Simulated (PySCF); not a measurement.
# Electron correlation in B (boron, neutral)

[He] 2s2 3d1, 2D determinant (an excited configuration). Computed with PySCF 2.14 in x2c-TZVPPall with one added diffuse shell each of s, p, d type (6s4p3d1f, 40 functions), with the spin-free X2C one-electron Hamiltonian (Gaussian nucleus). Frozen: 1s2; 3 electrons correlated.

| level | correlation energy (mhartree) |
| --- | --- |
| CCSD | -53.07 |
| (T) | -3.50 |
| CCSD(T) | -56.57 |

Diagnostics: T1 = 0.030, D1 = 0.0666, largest double amplitude 0.315.

The outer electron is Rydberg-like, and this basis confines it to a smaller radius and binds it less than a complete one would. T1 exceeds 0.03, a sign that the reference determinant is poor. A double-excitation amplitude exceeds 0.15, a sign of near-degeneracy.

Cost of the coupled-cluster step: about 4 core-seconds, for 3 correlated electrons.
